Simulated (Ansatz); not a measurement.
Harmonic frequencies (cm⁻¹) at PBE0-D4/def2-TZVP from Ansatz: 72, 126, 172, 206, 272, 467, 514, 591, 687, 760, 796, 855, 940, 983, 991, 1043, 1255, 1259, 1406, 1442, 1493, 1498, 2208, 2227, 2708, 3044, 3048, 3090, 3115, 3119.

Each molecule was computed in one conformer, which needn't be the lowest.

Task: Which molecule is it?
A. `CCS[SiH3]`
B. `CC[SiH2]S`
C. `CO[SiH2]CS`
D. `C=C(N)O`

Result: B.
